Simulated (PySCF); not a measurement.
Isomers of CH9ClO2Si3, mass 171.960 u with the commonest isotopes. Computed with B3LYP/def2-SVPD in PySCF (dipole) on a GFN2-xTB geometry, gas phase. One conformer each, none proved a minimum here; rigid rotors.

Question: Order these by out-of-plane moment Σ m c² = (Ia + Ib − Ic)/2, largest first.
A. `[CH3:1][O:2][Si@@H:3]([SiH3:4])[O:5][SiH2:6][Cl:7]` with C1–O2–Si3–Si4 -166°, O2–Si3–O5–Si6 -71°, Si3–O5–Si6–Cl7 -29°
B. `[SiH3:1][O:2][SiH2:3][O:4][SiH2:5][CH2:6][Cl:7]` with Si1–O2–Si3–O4 5°, O2–Si3–O4–Si5 -4°, Si3–O4–Si5–C6 62°, O4–Si5–C6–Cl7 178°
C. `[CH3:1][O:2][Si@H:3]([Cl:4])[O:5][SiH2:6][SiH3:7]` with C1–O2–Si3–Cl4 -54°, O2–Si3–O5–Si6 22°, Si3–O5–Si6–Si7 -27°

Answer: A (70.10 u·Å²), C (52.13 u·Å²), B (32.97 u·Å²).

Question: Order these by rotational constant B, largest first.
A. `[CH3:1][O:2][Si@@H:3]([SiH3:4])[O:5][SiH2:6][Cl:7]` with C1–O2–Si3–Si4 -166°, O2–Si3–O5–Si6 -71°, Si3–O5–Si6–Cl7 -29°
B. `[CH3:1][O:2][Si@H:3]([Cl:4])[O:5][SiH2:6][SiH3:7]` with C1–O2–Si3–Cl4 -54°, O2–Si3–O5–Si6 22°, Si3–O5–Si6–Si7 -27°
C. `[SiH3:1][O:2][SiH2:3][O:4][SiH2:5][CH2:6][Cl:7]` with Si1–O2–Si3–O4 5°, O2–Si3–O4–Si5 -4°, Si3–O4–Si5–C6 62°, O4–Si5–C6–Cl7 178°

Answer: A (834.2 MHz), B (790.6 MHz), C (598.7 MHz).

```json
{"SMILES": "CO[Si@H](Cl)O[SiH2][SiH3]", "point group": "C1", "Ia (u·Å²)": "296.03", "Ib (u·Å²)": "639.20", "Ic (u·Å²)": "830.97", "κ": "-0.67", "μa (D)": "0.04", "μb (D)": "1.53", "μc (D)": "0.29"}
{"SMILES": "CO[Si@@H]([SiH3])O[SiH2]Cl", "point group": "C1", "Ia (u·Å²)": "354.33", "Ib (u·Å²)": "605.79", "Ic (u·Å²)": "819.93", "κ": "-0.46", "μa (D)": "0.62", "μb (D)": "1.74", "μc (D)": "0.24"}
{"SMILES": "[SiH3]O[SiH2]O[SiH2]CCl", "point group": "C1", "Ia (u·Å²)": "292.82", "Ib (u·Å²)": "844.19", "Ic (u·Å²)": "1071.06", "κ": "-0.80", "μa (D)": "1.62", "μb (D)": "0.10", "μc (D)": "0.34"}
```
